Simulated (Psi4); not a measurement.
H$_{10}$Si$_{5}$, triplet, at the geometry of the source list (a higher spin typed on purpose: for a closed-shell molecule this is an excited state). Base run: PBE/STO-3G (Psi4).

Input for Psi4:
```
memory 2 GB

molecule mol {
0 3
Si    0.795300    1.189000    1.369000
Si    1.877100   -0.564100    0.269700
Si    0.269800   -1.679800   -1.008300
Si   -1.715200   -0.452200   -0.877500
Si   -1.230300    1.528100    0.259900
H     0.548800    0.830800    2.773800
H     1.614600    2.401400    1.465300
H     2.578300   -1.463800    1.193100
H     2.954700   -0.051900   -0.588000
H     0.080200   -3.060300   -0.546500
H     0.707700   -1.847100   -2.399400
H    -2.751100   -1.217500   -0.170000
H    -2.311100   -0.215300   -2.197500
H    -1.105100    2.641700   -0.691900
H    -2.313600    1.961000    1.148300
}

set {
  basis sto-3g
  reference uks
}

energy('pbe')
print_variables()
```

Each row names what was changed in the base input (with any setting that the change needs).

| change | E (Eh) | SCF-reference dipole (D) | SCF-reference <S^2> | core-seconds (rough) |
|---|---|---|---|---|
| base | -1435.63132 | 0.06 | 2.001 | 20 |
| functional = hf (with energy('scf')) | -1433.59930 | 0.05 | 2.005 | 5 |
| functional = bp86 | -1436.51852 | 0.06 | 2.001 | 20 |
| functional = svwn | -1432.03958 | 0.03 | 2.001 | 10 |
| functional = revpbe | -1436.14478 | 0.06 | 2.002 | 20 |
| functional = pbe0-dh | -1435.75110 | - | 2.002 | 20 |
| functional = b2plyp | -1435.69632 | - | 2.002 | 20 |
| functional = m11 | -1435.33754 | 0.05 | 2.002 | 40 |
| functional = b3lyp | -1436.47309 | 0.10 | 2.001 | 20 |
| functional = x3lyp | -1436.24767 | 0.09 | 2.001 | 20 |
| functional = m06-l | -1436.41153 | 0.11 | 2.003 | 30 |
| functional = scan | -1436.47686 | 0.02 | 2.003 | 40 |
| functional = dsd-pbep86 | -1434.90016 | - | 2.003 | 20 |

Absolute energies of different levels of theory aren't comparable as measures of quality.

Open shells are given as the SCF converged; they aren't shown to be the lowest states, and a large step between rows can be another state.
